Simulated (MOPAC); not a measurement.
MOPAC input (PM6):

```
PM6 1SCF GEO-OK AUX(PRECISION=9) THREADS=1
OSr

Sr   -0.00000000 1   -0.00000000 1   -0.33687817 1
O     0.00000000 1    0.00000000 1    1.60017132 1
```

Output:

```
 *******************************************************************************
 **                                                                           **
 **                              MOPAC v23.2.5                                **
 **                                                                           **
 *******************************************************************************
 ** MOPAC's Digital Object Identifier: https://doi.org/10.5281/zenodo.6511958 **
 **                                                                           **
 ** Please cite the open-source release paper for use of this MOPAC version:  **
 ** J. E. Moussa and J. J. P. Stewart (2026)                                  **
 ** MOPAC: An open-source semiempirical molecular orbital program             **
 ** J. Open Source Softw., 11(119), 8025, https://doi.org/10.21105/joss.08025 **
 *******************************************************************************

                              PM6 CALCULATION RESULTS

 *******************************************************************************
 *  PM6        - The PM6 Hamiltonian to be used
 *  GEO-OK     - OVERRIDE INTERATOMIC DISTANCE AND OTHER SAFETY CHECKS
 *  1SCF       - DO 1 SCF AND THEN STOP
 *  AUX        - OUTPUT AUXILIARY INFORMATION
 *******************************************************************************
PM6 1SCF GEO-OK AUX(PRECISION=9) THREADS=1
 OSr

   ATOM   CHEMICAL          X               Y               Z
  NUMBER   SYMBOL      (ANGSTROMS)     (ANGSTROMS)     (ANGSTROMS)

     1      Sr         -0.00000000  *  -0.00000000  *  -0.33687817  *
     2       O          0.00000000  *   0.00000000  *   1.60017132  *

          CARTESIAN COORDINATES

    NO.       ATOM           X           Y           Z

     1        Sr         -0.0000     -0.0000     -0.3369
     2         O          0.0000      0.0000      1.6002

 General Reference for PM6:
 "Optimization of Parameters for Semiempirical Methods V: Modification of NDDO Approximations
 and Application to 70 Elements", J. J. P. Stewart, J. Mol. Mod., 13, 1173-1213 (2007)
 URL: https://link.springer.com/article/10.1007/s00894-007-0233-4

           Empirical Formula: O Sr  =     2 atoms

      MOLECULAR POINT GROUP   :   C*v

      RHF CALCULATION, NO. OF DOUBLY OCCUPIED LEVELS = 4

 -------------------------------------------------------------------------------
 PM6 1SCF GEO-OK AUX(PRECISION=9) THREADS=1
 OSr

     1SCF WAS SPECIFIED, SO BFGS WAS NOT USED
     SCF FIELD WAS ACHIEVED

                              PM6 CALCULATION
                                                       MOPAC v23.2.5 Linux

          FINAL HEAT OF FORMATION =         -1.84503 KCAL/MOL =      -7.71961 KJ/MOL

          COSMO AREA              =        151.51 SQUARE ANGSTROMS
          COSMO VOLUME            =        173.44 CUBIC ANGSTROMS

          IONIZATION POTENTIAL    =          8.029410 EV
          HOMO LUMO ENERGIES (EV) =         -8.029 -0.747
          NO. OF FILLED LEVELS    =          4
          MOLECULAR WEIGHT        =        103.6194         POINT GROUP:  C*v

          MOLECULAR DIMENSIONS (Angstroms)

            Atom       Atom       Distance
            O     2   Sr     1     1.93705
            O     2   Sr     1     0.00000
           Sr     1    O     2     0.00000

          SCF CALCULATIONS        =          1

   ATOM   CHEMICAL          X               Y               Z
  NUMBER   SYMBOL      (ANGSTROMS)     (ANGSTROMS)     (ANGSTROMS)

     1      Sr         -0.00000000  *  -0.00000000  *  -0.33687817  *
     2       O          0.00000000  *   0.00000000  *   1.60017132  *

                             CARTESIAN COORDINATES

   1   Sr       -0.000000000    -0.000000000    -0.336878170
   2    O        0.000000000     0.000000000     1.600171320

           Empirical Formula: O Sr  =     2 atoms

      MOLECULAR POINT GROUP   :   C*v

                  EIGENVALUES
 -21.29795  -9.21020  -8.02941  -8.02941  -0.74686   1.96215   1.96215   5.71361

              NET ATOMIC CHARGES AND DIPOLE CONTRIBUTIONS

  ATOM NO.   TYPE          CHARGE      No. of ELECS.   s-Pop       p-Pop
    1         Sr           0.831298        1.1687     0.34867     0.82003
    2          O          -0.831298        6.8313     1.85982     4.97148
 DIPOLE           X         Y         Z       TOTAL
 POINT-CHG.     0.000     0.000    -7.734     7.734
 HYBRID         0.000     0.000    -2.146     2.146
 SUM            0.000     0.000    -9.881     9.881

          ATOMIC ORBITAL ELECTRON POPULATIONS

     Atom    s        px        py        pz
    1 Sr   0.34867   0.27506   0.27506   0.26992
    2  O   1.85982   1.72494   1.72494   1.52159

 **********************
 *                    *
 * JOB ENDED NORMALLY *
 *                    *
 **********************

 == MOPAC DONE ==
```
